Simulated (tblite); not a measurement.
Species: 1,8-naphthyridine, C₈H₆N₂.
Atom-mapped SMILES: `[cH:1]1[cH:2][n:3][c:4]2[n:5][cH:6][cH:7][cH:8][c:9]2[cH:10]1` (hydrogens: H11 on C1; H12 on C2; H13 on C6; H14 on C7; H15 on C8; H16 on C10)

Computed with GFN2-xTB (tblite), gas phase: Langevin dynamics at 600 K from the optimised GFN2-xTB geometry, time step 0.5 fs, friction 0.01 fs⁻¹, 2000 steps. The instantaneous temperature is 2·E(kin)/(3Nk) with all 3N coordinates.

| t (fs) | T (K) | E(pot) above start (eV) | C1–C2 (Å) | C2–N3 (Å) | N3–C4 (Å) | C4–N5 (Å) | N5–C6 (Å) | C1–H11 (Å) |
| --- | --- | --- | --- | --- | --- | --- | --- | --- |
| 0 | 488 | 0.000 | 1.408 | 1.301 | 1.345 | 1.345 | 1.302 | 1.079 |
| 50 | 343 | 0.691 | 1.388 | 1.316 | 1.392 | 1.427 | 1.336 | 1.091 |
| 100 | 417 | 0.899 | 1.396 | 1.269 | 1.400 | 1.408 | 1.281 | 1.161 |
| 150 | 605 | 1.007 | 1.479 | 1.290 | 1.396 | 1.297 | 1.290 | 1.079 |
| 200 | 536 | 1.421 | 1.448 | 1.316 | 1.359 | 1.349 | 1.237 | 1.083 |
| 250 | 620 | 1.009 | 1.356 | 1.284 | 1.389 | 1.367 | 1.322 | 1.077 |
| 300 | 518 | 1.325 | 1.503 | 1.323 | 1.450 | 1.338 | 1.336 | 1.101 |
| 350 | 642 | 1.267 | 1.392 | 1.293 | 1.341 | 1.270 | 1.313 | 1.091 |
| 400 | 405 | 1.226 | 1.400 | 1.301 | 1.355 | 1.294 | 1.337 | 1.084 |
| 450 | 480 | 1.091 | 1.440 | 1.310 | 1.340 | 1.275 | 1.322 | 1.059 |
| 500 | 663 | 1.115 | 1.443 | 1.258 | 1.319 | 1.388 | 1.319 | 1.131 |
| 550 | 606 | 1.104 | 1.509 | 1.325 | 1.405 | 1.342 | 1.322 | 1.035 |
| 600 | 501 | 1.296 | 1.401 | 1.306 | 1.456 | 1.308 | 1.314 | 1.116 |
| 650 | 701 | 0.866 | 1.386 | 1.286 | 1.386 | 1.328 | 1.333 | 1.058 |
| 700 | 655 | 1.091 | 1.440 | 1.274 | 1.304 | 1.306 | 1.303 | 1.114 |
| 750 | 655 | 0.829 | 1.388 | 1.339 | 1.321 | 1.405 | 1.321 | 1.084 |
| 800 | 638 | 0.965 | 1.502 | 1.264 | 1.387 | 1.409 | 1.323 | 1.057 |
| 850 | 597 | 0.712 | 1.458 | 1.258 | 1.356 | 1.326 | 1.323 | 1.060 |
| 900 | 691 | 1.288 | 1.368 | 1.339 | 1.321 | 1.324 | 1.352 | 1.110 |
| 950 | 708 | 1.469 | 1.423 | 1.257 | 1.338 | 1.344 | 1.337 | 1.067 |
| 1000 | 547 | 1.231 | 1.471 | 1.270 | 1.334 | 1.292 | 1.403 | 1.065 |

Question: From 500 fs on, how do temperature and potential energy compare with equipartition?

Answer: The mean temperature of these 11 frames is 633 K against the target 600 K, and the mean potential energy 1.09 eV against 42 × kT/2 = 1.09 eV for 42 classical harmonic modes. For 16 atoms in a canonical ensemble the temperature itself scatters by T·√(2/(3N)) = 122 K; here its standard deviation is 62 K. The whole run lasts only 10 friction times of 100 fs, so these averages carry a wide statistical error.

Question: What are the kinetic and total energies of the listed frame with the highest potential energy?

Answer: The one at 950 fs, 1.469 eV above the start. Its kinetic energy is 3NkT/2 = 1.463 eV at 708 K, so the sum is 2.93 eV; over the listed frames the sum runs from 1.01 to 2.93 eV, since the thermostat adds and removes energy.

Question: How much do the listed bonds fluctuate from 500 fs on?

Answer: 
```json
{"bond": "C1–C2", "at the start (Å)": "1.408", "mean (Å)": "1.435", "standard deviation (Å)": "0.045"}
{"bond": "C2–N3", "at the start (Å)": "1.301", "mean (Å)": "1.289", "standard deviation (Å)": "0.031"}
{"bond": "N3–C4", "at the start (Å)": "1.345", "mean (Å)": "1.357", "standard deviation (Å)": "0.044"}
{"bond": "C4–N5", "at the start (Å)": "1.345", "mean (Å)": "1.343", "standard deviation (Å)": "0.038"}
{"bond": "N5–C6", "at the start (Å)": "1.302", "mean (Å)": "1.332", "standard deviation (Å)": "0.026"}
{"bond": "C1–H11", "at the start (Å)": "1.079", "mean (Å)": "1.082", "standard deviation (Å)": "0.030"}
```

The motion is classical and holds no zero-point motion.

What follows is the cost of the whole dynamics run. Hardware: an Arm Neoverse V1 with one thread, no GPU (shared host). Cost: 13 s wall, 0.18 GiB resident at most.
